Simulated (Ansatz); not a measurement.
Relaxed structures of InBH$_{3}$Cl, singlet (PBE0-D4/def2-TZVP; forces vanish, vibrations not checked; lower isomers may exist, and structures with a doubtful reference or unclear bonds are left out; Å). Ansatz 0.2.0; basis: def2-TZVPP; cores frozen in the correlated methods. Filled d shells of the heavier atoms are correlated. Core potentials replace the inner electrons of the atoms past krypton. The def2 sets are not built for correlating such inner shells, so the correlated values are less sure here.

Rank them by CCSD(T) energy, lowest first, and give each one's height above the lowest. Links in brackets join atoms within 1.22 times the sum of their covalent radii (1.1 for two metals). (An estimate is asked for; the value comes from the calculation.)
A.
InBH₃Cl ([BH3][In][Cl])
```
6
angstrom
B -0.9583 -0.0035 -1.1717
In 0.8654 -0.3481 0.1574
Cl 2.7432 -0.7011 1.5194
H -1.7985 -0.4516 -0.4346
H -0.8751 1.1936 -1.2722
H -0.6159 -0.6740 -2.1115
```
B.
InBH₃Cl ([BH2][InH][Cl])
```
6
angstrom
B -0.8894 0.1903 -0.8955
In 0.4188 -0.0025 0.9048
Cl 2.4754 -0.9424 0.2061
H -1.6067 -0.7037 -1.2307
H -0.8567 1.1723 -1.5743
H 0.4586 0.2859 2.5896
```
C.
a complex of InBH₂ ([BH2][In]) + HCl
```
6
angstrom
B -0.8001 0.1698 -0.8256
In 0.2683 0.1194 1.3433
Cl 2.5878 -1.1801 -0.4869
H -1.4754 -0.7321 -1.2569
H -0.7251 1.1045 -1.5847
H 3.3447 -1.3066 0.5388
```

By the calculation: A (0.00 kcal/mol), B (30.80 kcal/mol), C (65.29 kcal/mol). Heights count from the lowest.

T1 diagnostic: at most 0.014. The restricted Hartree–Fock reference is unstable towards an unrestricted one at one or more of these structures.

For scale, one of the runs: CCSD(T)/def2-TZVPP, 165 basis functions, launched by `ansatz run in.yaml --threads 2 --pin off --events-out ev --progress --plain --max-ram 4352MiB`. Time: 45 s of wall clock on 2 CPU threads of an Arm Neoverse V1; the host was shared. Peak host memory: 1.4 GiB.
